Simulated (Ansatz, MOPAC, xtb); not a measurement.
Spectroscopic constants of TcS, multiplicity 6 (lowest of 2S+1 = 2, 4, 6, 8 at CCSD(T)/def2-TZVPP on PBE0 minima; our sources give no spin for the ground state, which may be another). No spin–orbit coupling. The T1 diagnostic near the minimum is 0.049, so single-reference values are doubtful.

Constants: fifth-degree fit in 1/R to seven points, most abundant isotopes. Runs in def2 and cc sets follow the lowest solution found near the PBE0 minimum.

Programs: Ansatz (Gaussian orbitals); MOPAC for PM6, PM7 (differences of heats of formation); xtb for the GFN methods. Values without a source in brackets are computed. In def2 rows elements past Kr take small-core potentials, without spin–orbit coupling. The GFN methods have no spin term and hold the electronic entropy of 300 K.

```json
[
 {"level": "PM6", "r_e (Å)": "2.148", "ω_e (cm⁻¹)": "562", "B_e (cm⁻¹)": "0.152", "α_e (cm⁻¹)": "0.00027", "dipole (D)": "-"},
 {"level": "PM7", "r_e (Å)": "2.196", "ω_e (cm⁻¹)": "525", "B_e (cm⁻¹)": "0.145", "α_e (cm⁻¹)": "0.00044", "dipole (D)": "-"},
 {"level": "GFN1-xTB", "r_e (Å)": "2.145", "ω_e (cm⁻¹)": "537", "B_e (cm⁻¹)": "0.152", "α_e (cm⁻¹)": "0.00087", "dipole (D)": "-"},
 {"level": "GFN2-xTB", "r_e (Å)": "2.172", "ω_e (cm⁻¹)": "516", "B_e (cm⁻¹)": "0.149", "α_e (cm⁻¹)": "0.00089", "dipole (D)": "-"},
 {"level": "SVWN5/def2-TZVPP", "r_e (Å)": "2.090", "ω_e (cm⁻¹)": "531", "B_e (cm⁻¹)": "0.160", "α_e (cm⁻¹)": "0.00060", "dipole (D)": "3.65"},
 {"level": "PBE/def2-TZVPP", "r_e (Å)": "2.118", "ω_e (cm⁻¹)": "508", "B_e (cm⁻¹)": "0.156", "α_e (cm⁻¹)": "0.00061", "dipole (D)": "3.88"},
 {"level": "r2SCAN/def2-TZVPP", "r_e (Å)": "2.112", "ω_e (cm⁻¹)": "521", "B_e (cm⁻¹)": "0.157", "α_e (cm⁻¹)": "0.00060", "dipole (D)": "4.28"},
 {"level": "B97M-V/def2-TZVPP", "r_e (Å)": "2.132", "ω_e (cm⁻¹)": "501", "B_e (cm⁻¹)": "0.154", "α_e (cm⁻¹)": "0.00061", "dipole (D)": "4.70"},
 {"level": "B3LYP/def2-TZVPP", "r_e (Å)": "2.126", "ω_e (cm⁻¹)": "504", "B_e (cm⁻¹)": "0.155", "α_e (cm⁻¹)": "0.00060", "dipole (D)": "4.44"},
 {"level": "PBE0/def2-TZVPP", "r_e (Å)": "2.107", "ω_e (cm⁻¹)": "522", "B_e (cm⁻¹)": "0.158", "α_e (cm⁻¹)": "0.00059", "dipole (D)": "4.64"},
 {"level": "BHLYP/def2-TZVPP", "r_e (Å)": "2.123", "ω_e (cm⁻¹)": "511", "B_e (cm⁻¹)": "0.156", "α_e (cm⁻¹)": "0.00059", "dipole (D)": "5.42"},
 {"level": "CAM-B3LYP/def2-TZVPP", "r_e (Å)": "2.109", "ω_e (cm⁻¹)": "525", "B_e (cm⁻¹)": "0.158", "α_e (cm⁻¹)": "0.00057", "dipole (D)": "4.87"},
 {"level": "wB97X-V/def2-TZVPP", "r_e (Å)": "2.100", "ω_e (cm⁻¹)": "539", "B_e (cm⁻¹)": "0.159", "α_e (cm⁻¹)": "0.00055", "dipole (D)": "5.18"},
 {"level": "wB97M-V/def2-TZVPP", "r_e (Å)": "2.106", "ω_e (cm⁻¹)": "528", "B_e (cm⁻¹)": "0.158", "α_e (cm⁻¹)": "0.00056", "dipole (D)": "5.08"},
 {"level": "B2PLYP/def2-TZVPP", "r_e (Å)": "2.115", "ω_e (cm⁻¹)": "523", "B_e (cm⁻¹)": "0.157", "α_e (cm⁻¹)": "0.00052", "dipole (D)": "-"}
]
```

Correlated levels freeze the inner cores; with def2 sets outer-core shells near the valence are correlated too. The state that PM6, PM7 reach isn't checked; PM7 holds dispersion and hydrogen-bond terms.

Ansatz is a program for electronic structure.
